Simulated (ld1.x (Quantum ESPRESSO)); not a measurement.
# Transferability test, TM semilocal potential for antimony

```json
{"Element": "Sb (Z = 51)", "Generator": "ld1.x (Quantum ESPRESSO) 7.5", "Type": "norm-conserving Troullier–Martins (semilocal form)", "Functional": "PBE", "Relativity": "scalar-relativistic", "Frozen core": "[Kr] 4d10", "Valence charge": "5", "Reference configuration": "5s2 5p1.5 (charge +1.5)", "Partial waves": "5s (bound): rc 1.55 bohr; 5d channel at 0.35 Ry: rc 2.30 bohr; 5p (bound): rc 2.10 bohr", "Local potential": "the p channel", "Core correction": "Bessel-smoothed model core, default radius (core density twice the valence density)"}
```

Energies are relative to the spin-unpolarised reference configuration 5s2 5p1.5; without spin polarisation the order of configurations can differ from experiment.

**Question.** Give the all-electron excitation energy and the error of the potential for: 5s2 5p3; 5s2 5p2; 5s2 5p1; 5s1 5p0; 5s2 5p2.5; 5s1 5p3; 5s2 5p0.

**Answer.**

| valence configuration | charge | ΔE all-electron (eV) | error AE − PS (meV) |
| --- | --- | --- | --- |
| 5s2 5p3 | 0 | -15.290 | -5.0 |
| 5s2 5p2 | +1 | -6.973 | -0.2 |
| 5s2 5p1 | +2 | 8.995 | -5.7 |
| 5s1 5p0 | +4 | 77.702 | -316 |
| 5s2 5p2.5 | +0.5 | -12.028 | -2.6 |
| 5s1 5p3 | +1 | 1.760 | -11 |
| 5s2 5p0 | +3 | 33.408 | -59 |

Levels in the configuration 5s1 5p3:

```json
{"level": "5s", "all-electron (eV)": "-21.464", "pseudo (eV)": "-21.496"}
{"level": "5p", "all-electron (eV)": "-12.645", "pseudo (eV)": "-12.650"}
```
